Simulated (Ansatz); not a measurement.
Reaction (SMILES): C1=CO[SiH2]C=C1 [2H-oxasiline] + 8 [H][H] (H2) -> 4 C (CH4) + O (H2O) + [SiH4] (SiH4)
Each molecule is optimised on its own at B3LYP-D3(BJ)/def2-TZVP (Ansatz, a first-principles code), one conformer each, not searched for the lowest. Unstable Hartree-Fock reference: C1=CO[SiH2]C=C1.

Property: energy of full hydrogenation (electronic energy difference), in kcal/mol. Valence correlation only, unless marked. No spin-orbit coupling. No relativistic terms. CBS(X,Y): correlation extrapolated as X^-3; Hartree-Fock from the larger set.

CCSD(T)/CBS(cc-pV(T+d)Z,cc-pV(Q+d)Z) (Ansatz) gives -131.3 kcal/mol.

Problem. Another calculation gave -134.4 kcal/mol. Which level was it?
A. B2GP-PLYP/def2-TZVPD (Ansatz)
B. wB97X/def2-TZVPD (Ansatz)
C. SVWN5/def2-TZVPD (Ansatz)
D. B3LYP/def2-TZVPD (Ansatz)

Solution. D, B3LYP/def2-TZVPD (Ansatz). The others give -139.7 (SVWN5), -131.5 (B2GP-PLYP), -145.4 (wB97X) kcal/mol.
